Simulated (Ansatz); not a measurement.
C₂H₆BN⁺, that is B(CNMe)H3 with one electron fewer. The state is a doublet with charge 1. Geometry r2SCAN-D4/def2-SVP; atoms count from 1.

```xyz
10

B     1.9822    0.0282    0.2035
C     0.4665    0.0010    0.0771
N    -0.6935   -0.0346    0.0557
C    -2.1044   -0.0798    0.0392
H    -2.4332   -1.0753    0.3753
H    -2.4561    0.1078   -0.9861
H    -2.4939    0.6930    0.7197
H     2.5453    0.7307   -0.7492
H     2.5782   -0.2257   -0.9360
H     2.6090   -0.1452    1.2008
```

Problem. Estimate the Mulliken populations from the PBE0/def2-TZVP orbitals of Ansatz.

Solution. 
```
atom  charge (e)  spin (α − β)
  B1       -0.14          0.71
  C2        0.07         -0.08
  N3        0.16          0.18
  C4       -0.26         -0.01
  H5        0.22          0.01
  H6        0.21          0.00
  H7        0.22          0.01
  H8        0.21          0.11
  H9        0.21          0.11
 H10        0.12         -0.02
```
Mulliken values depend strongly on the basis.

Problem. Where does the spin sit?

Solution. Summed by element: B 0.71, C -0.09, N 0.18, H 0.21, of 1 unpaired in all. Largest on single atoms: B1 0.71, N3 0.18, H9 0.11.

Problem. And the Mayer bond orders between heavy atoms (over 0.3)?

Solution. B1–C2 1.09 (1.52 Å); C2–N3 2.64 (1.16 Å); N3–C4 0.89 (1.41 Å).
